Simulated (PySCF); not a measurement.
**A small calculation by hand: chemical shift, span and skew from a shielding tensor**

CH6ClFOSi2, SMILES Cl[Si@H](F)[C@H](O)[SiH3]. Atoms are numbered in the order given.

```xyz
12

O      0.5366    -1.8273    -0.2082
C      0.8971    -0.4766    -0.5368
Si     2.3011     0.1079     0.6247
Si    -0.6124     0.6370    -0.5977
F     -1.5967     0.2441    -1.8250
Cl    -1.6417     0.2537     1.1645
H     -0.0041    -1.7997     0.5960
H      1.3144    -0.4988    -1.5609
H      2.6982     1.5138     0.3124
H      1.8048     0.0367     2.0278
H      3.4706    -0.7972     0.4615
H     -0.3223     2.0839    -0.7004
```
Charge 0, spin multiplicity 1.

Coordinates come from a B3LYP-D3(BJ)/def2-SVP optimisation. The structure was generated by enumeration; whether it is a known compound was not checked. The values are those of a single conformer.

GIAO shieldings from PBE/pcSseg-1 in PySCF, non-relativistic, no solvent. The symmetric part of the tensor of Si4 has the principal values 263.3, 338.4, 353.6 ppm. The same nucleus in TMS has σ = 335.4 ppm at this level (PySCF, at its B3LYP-D3(BJ)/def2-TZVP geometry). Without spin–orbit terms, shifts of atoms bonded to Cl or Br come out too high.

Question: Work out the isotropic shielding, the ²⁹Si shift against TMS, the span and the skew.

Answer: 
σ(iso) = (σ11 + σ22 + σ33)/3 = 318.4 ppm. δ = σ(ref) − σ(iso) = 335.4 − (318.4) = 17.0 ppm.
Span Ω = σ33 − σ11 = 90.3 ppm. Skew κ = 3(σ(iso) − σ22)/Ω = -0.66. Tumbling in solution averages the tensor to δ; in a static solid the shielding alone would spread this spin-1/2 line over Ω.
